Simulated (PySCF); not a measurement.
**Removing an electron from triethylenediamine**

Compound: triethylenediamine, C₆H₁₂N₂.
Atom-mapped SMILES: `[CH2:1]1[CH2:2][N:3]2[CH2:4][CH2:5][N:6]1[CH2:7][CH2:8]2` (hydrogens: H9, H10 on C1; H11, H12 on C2; H13, H14 on C4; H15, H16 on C5; H17, H18 on C7; H19, H20 on C8)

Structure used (PBE0-D3(BJ)/def2-SVP), in Å, numbered top down from 1:
```
atom  x, y, z in Å
C1     1.4295    0.4841   -0.5506
C2     0.3483    1.5691   -0.2755
N3    -0.8889    0.9296    0.1510
C4    -0.6424    0.1649    1.3656
C5     0.4373   -0.9212    1.0888
N6     0.8712   -0.8374   -0.2989
C7    -0.2722   -1.0522   -1.1750
C8    -1.3539    0.0317   -0.8972
H9     1.7847    0.5195   -1.5933
H10    2.3127    0.6179    0.0950
H11    0.6676    2.2704    0.5125
H12    0.1376    2.1700   -1.1750
H13   -1.5942   -0.2828    1.6948
H14   -0.3237    0.8621    2.1576
H15    0.0486   -1.9362    1.2713
H16    1.3187   -0.7924    1.7379
H17   -0.6604   -2.0685   -0.9986
H18    0.0782   -1.0182   -2.2194
H19   -1.5702    0.6296   -1.7974
H20   -2.3062   -0.4184   -0.5729
```

Level: CAM-B3LYP/def2-SVPD (PySCF). Frontier orbitals with their largest atomic shares (Löwdin; up to four atoms above 4 %):

```
orbital  ε (eV)                           main atoms
 HOMO−3  -10.50     N6 10 %, N3 10 %, C5 8 %, C4 8 %
 HOMO−2  -10.50     N6 10 %, N3 10 %, C4 8 %, C5 8 %
 HOMO−1   -8.94                     N6 38 %, N3 38 %
   HOMO   -6.74                                    ?
   LUMO    1.34       C8 8 %, C7 8 %, C2 8 %, C1 8 %
 LUMO+1    2.04  H13 10 %, H15 10 %, H9 9 %, H12 9 %
 LUMO+2    2.05     C7 9 %, H14 9 %, C8 9 %, H16 9 %
```

What vertical ionisation energy does ΔSCF give, and how far is −ε(HOMO) from it?

ΔSCF: 7.43 eV (717 kJ/mol; threshold wavelength 167 nm); ⟨S²⟩ of the doublet left behind is 0.757, against 0.75 for a pure doublet. −ε(HOMO) is 6.74 eV, 0.69 eV below it. For the exact functional −ε(HOMO) would equal the first vertical ionisation energy; CAM-B3LYP (range-separated hybrid) falls short of its own ΔSCF value by 9 %. Holes in the HOMO−1 and HOMO−2 were tried too where these lie within 1.2 eV of the HOMO; the lowest converged state counts.

On which atoms does the HOMO lie?

N3 (tertiary amine nitrogen) 25 %, N6 (tertiary amine nitrogen) 25 %, C5 (sp3 carbon bound to nitrogen) 7 %, C4 (sp3 carbon bound to nitrogen) 7 %, so no atom holds as much as 40 %. The HOMO−1 lies 2.20 eV lower.

What total energies stand behind the ΔSCF value?

E(N) = -344.91616 Eh and E(N − 1) = -344.64298 Eh at the same geometry, 0.27318 Eh apart.

Shift the occupied levels rigidly so that −ε(HOMO) equals the ΔSCF value. What binding energies result?

The shift is +0.69 eV: HOMO 7.43, HOMO−1 9.63, HOMO−2 11.19, HOMO−3 11.19 eV. A rigid shift is only a rough guide to the deeper ionisations.

Geometry: PBE0-D3(BJ)/def2-SVP; no solvent, vibrations or thermal averaging.
